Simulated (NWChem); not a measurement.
System: C$_{4}$H$_{4}$F$_{2}$O; SMILES FC1=C(F)OCC1

Here is an NWChem input.

```
start job
memory heap 200 mb stack 900 mb global 1100 mb
geometry units angstroms noautosym nocenter noautoz
  F     -1.115631     1.753985    -0.087690
  C     -0.585749     0.537187    -0.042404
  C      0.712057     0.225059     0.015453
  F      1.761988     0.999629     0.002951
  O      0.979106    -1.086777     0.113757
  C     -0.275184    -1.748702    -0.117567
  C     -1.387193    -0.713165     0.118204
  H     -0.281179    -2.092263    -1.165599
  H     -0.323187    -2.622585     0.544301
  H     -2.199669    -0.815053    -0.618024
  H     -1.840850    -0.780880     1.124659
end
basis spherical
  * library def2-svp
end
dft
  xc pbe0
  iterations 150
end
cosmo
  do_cosmo_smd true
  solvent toluene
end
task dft energy
```

NWChem printed, in part:

```
             Northwest Computational Chemistry Package (NWChem) 7.3.0
             --------------------------------------------------------

                             Geometry "geometry" -> ""
                             -------------------------

 Output coordinates in angstroms (scale by  1.889725989 to convert to a.u.)

  No.       Tag          Charge          X              Y              Z
 ---- ---------------- ---------- -------------- -------------- --------------
    1 F                    9.0000    -1.11563100     1.75398500    -0.08769000
    2 C                    6.0000    -0.58574900     0.53718700    -0.04240400
    3 C                    6.0000     0.71205700     0.22505900     0.01545300
    4 F                    9.0000     1.76198800     0.99962900     0.00295100
    5 O                    8.0000     0.97910600    -1.08677700     0.11375700
    6 C                    6.0000    -0.27518400    -1.74870200    -0.11756700
    7 C                    6.0000    -1.38719300    -0.71316500     0.11820400
    8 H                    1.0000    -0.28117900    -2.09226300    -1.16559900
    9 H                    1.0000    -0.32318700    -2.62258500     0.54430100
   10 H                    1.0000    -2.19966900    -0.81505300    -0.61802400
   11 H                    1.0000    -1.84085000    -0.78088000     1.12465900

 Effective nuclear repulsion energy (a.u.)     313.1730863772

                                 NWChem DFT Module
                                 -----------------

 Summary of "ao basis" -> "ao basis" (spherical)
 ------------------------------------------------------------------------------
       Tag                 Description            Shells   Functions and Types
 ---------------- ------------------------------  ------  ---------------------
 F                          def2-svp                 6       14   3s2p1d
 C                          def2-svp                 6       14   3s2p1d
 O                          def2-svp                 6       14   3s2p1d
 H                          def2-svp                 3        5   2s1p

 in cosmo_initialize ...
 calling solv_data for solv:toluene

 solvent parameters
 solvname_short: toluene
 solvname_long:  toluene
 dielec:        2.3741
 dielecinf:     2.2383
 nonaqueous SMD model solvent descriptors
 dielec:        2.3741
 sola:          0.0000
 solb:          0.1400
 solc:          0.8570
 solg:         40.2000
 solh:          0.0000
 soln:          1.4961

          ---------------
          -cosmo- solvent
          ---------------
 Cosmo: York-Karplus, doi: 10.1021/jp992097l
 dielectric constant -eps-     =   2.37
 screen = (eps-1)/(eps    )    =   0.57879
 surface charge correction     = lagrangian

   van der Waals surface
 --------------------------

[...]

                                COSMO-SMD solvation results
                                ---------------------------

             internal energy in gas <Psi(g)|H|Psi(g)> =      -428.916672951302
         internal energy in solvent <Psi(s)|H|Psi(s)> =      -428.916375712415
                               delta internal energy  =         0.000297238887 (    0.19 kcal/mol)
   total free energy in solvent <Psi(s)|H+V/2|Psi(s)> =      -428.919970900012
 polarization energy contribution <Psi(s)|V/2|Psi(s)> =        -0.003595187596 (   -2.26 kcal/mol)
    total free energy in solvent including G(SMD-CDS) =      -428.921243392311
                       G(SMD-CDS) energy contribution =        -0.001272492300 (   -0.80 kcal/mol)
     1 M fixed-concentration free energy of solvation =        -0.004570441009 (   -2.87 kcal/mol)

                       DFT Final Molecular Orbital Analysis
                       ------------------------------------

 Vector   25  Occ=2.000000D+00  E=-3.634440D-01
              MO Center= -3.3D-01, -3.6D-01,  1.4D-02, r^2= 3.4D+00
   Bfn.  Coefficient  Atom+Function         Bfn.  Coefficient  Atom+Function
  ----- ------------  ---------------      ----- ------------  ---------------
    89      0.310334   7 C  py                4     -0.273162   1 F  px
    60     -0.230426   5 O  px               18     -0.208275   2 C  px
     7      0.196977   1 F  px               75     -0.191405   6 C  py
    74      0.187763   6 C  px               63     -0.178653   5 O  px
    61      0.172027   5 O  py               92      0.158738   7 C  py

 Vector   26  Occ=2.000000D+00  E=-3.547374D-01
              MO Center=  2.5D-01, -9.1D-01, -6.9D-02, r^2= 3.1D+00
   Bfn.  Coefficient  Atom+Function         Bfn.  Coefficient  Atom+Function
  ----- ------------  ---------------      ----- ------------  ---------------
    62      0.347523   5 O  pz               76     -0.277354   6 C  pz
    99      0.259775   8 H  s                65      0.250254   5 O  pz
    48      0.224265   4 F  pz               34      0.211617   3 C  pz
   104     -0.211859   9 H  s                51     -0.169855   4 F  pz
     6      0.141686   1 F  pz               17     -0.129496   2 C  s

 Vector   27  Occ=2.000000D+00  E=-2.240771D-01
              MO Center= -5.3D-02,  7.0D-02, -3.2D-03, r^2= 2.6D+00
   Bfn.  Coefficient  Atom+Function         Bfn.  Coefficient  Atom+Function
  ----- ------------  ---------------      ----- ------------  ---------------
    20      0.404804   2 C  pz               62     -0.328756   5 O  pz
    34      0.314467   3 C  pz               65     -0.280867   5 O  pz
    23      0.278844   2 C  pz                6      0.226091   1 F  pz
     9     -0.192012   1 F  pz               37      0.175683   3 C  pz
    48      0.160189   4 F  pz               87      0.159320   7 C  s

 Vector   28  Occ=0.000000D+00  E= 4.759256D-02
              MO Center= -8.8D-02,  2.3D-02,  5.2D-02, r^2= 3.2D+00
   Bfn.  Coefficient  Atom+Function         Bfn.  Coefficient  Atom+Function
  ----- ------------  ---------------      ----- ------------  ---------------
    37      0.558051   3 C  pz              115      0.551689  11 H  s
    34      0.515703   3 C  pz               23     -0.466957   2 C  pz
    20     -0.408919   2 C  pz              110     -0.304604  10 H  s
   105      0.273800   9 H  s                93     -0.260449   7 C  pz
    17      0.242609   2 C  s               100     -0.233545   8 H  s

 Vector   29  Occ=0.000000D+00  E= 7.496087D-02
              MO Center= -1.1D+00, -1.6D+00, -2.7D-01, r^2= 5.3D+00
   Bfn.  Coefficient  Atom+Function         Bfn.  Coefficient  Atom+Function
  ----- ------------  ---------------      ----- ------------  ---------------
    73      1.412750   6 C  s                87      1.344209   7 C  s
   100     -1.053626   8 H  s               110     -1.047171  10 H  s
   105     -0.922703   9 H  s               115     -0.763977  11 H  s
    91     -0.480673   7 C  px               78     -0.466645   6 C  py
    31     -0.250708   3 C  s                59      0.227066   5 O  s

 Vector   30  Occ=0.000000D+00  E= 9.935565D-02
              MO Center= -2.9D-01,  1.5D-01,  4.5D-02, r^2= 4.2D+00
   Bfn.  Coefficient  Atom+Function         Bfn.  Coefficient  Atom+Function
  ----- ------------  ---------------      ----- ------------  ---------------
    87     -1.171525   7 C  s                73      1.084928   6 C  s
    22      0.519408   2 C  py              105     -0.501452   9 H  s
     3     -0.495503   1 F  s                31      0.494307   3 C  s
   110      0.475077  10 H  s                92      0.454991   7 C  py
    17      0.452031   2 C  s               115      0.453542  11 H  s

     Multipole analysis of the density
     ---------------------------------

     L   x y z        total         alpha         beta         nuclear
     -   - - -        -----         -----         ----         -------
     0   0 0 0      0.000000    -27.000000    -27.000000     54.000000

     1   1 0 0     -0.758028     -0.179423     -0.179423     -0.399182
     1   0 1 0     -0.966665     -0.086304     -0.086304     -0.794057
     1   0 0 1     -0.043383      0.096551      0.096551     -0.236484

     2   2 0 0    -29.897416   -144.085583   -144.085583    258.273751
     2   1 1 0      2.603603     -2.789080     -2.789080      8.181763
     2   1 0 1     -0.200166     -1.322440     -1.322440      2.444714
     2   0 2 0    -28.289137   -160.726895   -160.726895    293.164652
     2   0 1 1      0.386439      2.153807      2.153807     -3.921174
     2   0 0 2    -27.899535    -20.473195    -20.473195     13.046855
```

Level: PBE0/def2-SVP, SMD on the gas-phase geometry. All runs use the structure optimised with PBE0/def2-SVP. Solvent: toluene.
